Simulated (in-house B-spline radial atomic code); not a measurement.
Configurations of the xenon ion Xe⁺, with energies counted from [Kr] 4d10 5s2 5p5. Level of theory: non-relativistic BHandHLYP, spin-polarised, spherical fractional occupations, point nucleus; calculated with a B-spline radial code for spherical atoms. Shells without spins written out take the highest spin.

Caution: exact exchange at fractional occupations of open shells leaves self-interaction of up to several eV.

Occupations are held fixed; configurations that lie above the ionisation limit could autoionise.

| configuration | E - E(ref) (eV) | highest orbital | its <r> (bohr) |
| --- | --- | --- | --- |
| [Kr] 4d10 5s(1 up, 0 down) 5p(2 up, 3 down) 5f(0 up, 1 down) | 32.034 | 5f down | 13.29 |
| [Kr] 4d9 5s2 5p5 5d1 | 78.789 | 5d up | 3.525 |
| [Kr] 4d9 5s2 5p5 6p1 | 80.418 | 6p up | 5.801 |
| [Kr] 4d(4 up, 5 down) 5s2 5p(3 up, 2 down) 5f(0 up, 1 down) | 84.49 | 5f down | 11.38 |
| [Ar] 3d10 4s2 4p5 4d10 5s2 5p5 6s1 | 158.84 | 6s up | 4.662 |
| [Ar] 3d10 4s2 4p5 4d10 5s2 5p5 6p1 | 161.67 | 6p up | 5.795 |
| [Ar] 3d9 4s2 4p6 4d10 4f1 5s2 5p5 | 714.47 | 4f up | 7.006 |

Q: Order these further configurations by energy, lowest first.
A. [Ar] 3d9 4s2 4p6 4d10 5s2 5p6
B. [Kr] 4d10 5s2 5p4 6s1
C. [Kr] 4d(5 up, 4 down) 5s2 5p(2 up, 3 down) 6s(0 up, 1 down)
D. [Ar] 3d9 4s2 4p6 4d10 5s2 5p5 5f1
E. [Ar] 3d(4 up, 5 down) 4s2 4p6 4d10 5s2 5p(2 up, 3 down) 6d(1 up, 0 down)

A: B (12.045 eV), C (77.795 eV), A (692.84 eV), E (714.12 eV), D (715.19 eV).

Q: How far above the reference does [Kr] 4d10 5s1 5p5 6s1 lie?

A: 23.453 eV; its least bound orbital is 6s up with <r> = 4.732 bohr.

Q: How far above the reference does [Kr] 4d10 5s1 5p6 lie?

A: 10.084 eV; its least bound orbital is 5p down with <r> = 2.231 bohr.
